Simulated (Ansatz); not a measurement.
**Worked example: CH2Br2 + CuI → CH2BrI + CuBr**

Species: CH2Br2 (dibromomethane) `BrCBr`, singlet; CuI, singlet; CH2BrI (bromoiodomethane) `BrCI`, singlet; CuBr (copper(i) bromide), singlet. The partners trade Br for I: C–Br and Cu–I bonds give way to C–I and Cu–Br.

Shapes, held fixed at every level: PBE0-D4/def2-TZVP. Programs: Ansatz 0.2.0. The zero-point and thermal change to 298 K, harmonic and unscaled (PBE0-D4/def2-TZVP), is -1.0 kJ/mol.

At wB97M-V/def2-TZVPP; 1 Eh = 2625.50 kJ/mol:

| species | energy (Eh) |
| --- | --- |
| CH2Br2 | -5187.320821 |
| CuI | -1938.171256 |
| CH2BrI | -2910.998012 |
| CuBr | -4214.489403 |

Work out ΔH(298 K) of the reaction at this level.


1. Products less reactants: (-2910.998012) + (-4214.489403) − [(-5187.320821) + (-1938.171256)] = 0.004662 Eh = +12.2 kJ/mol.
2. With the thermal change: +12.2 + (-1.0) = +11.2 kJ/mol.

Other levels give +11.0 (B3LYP-D4/def2-TZVPP) to +14.0 kJ/mol (HF/def2-TZVPP). No measured value is set beside it here. For atoms past krypton def2 sets carry core potentials with scalar relativity. Relativity is left out for Br unless named.
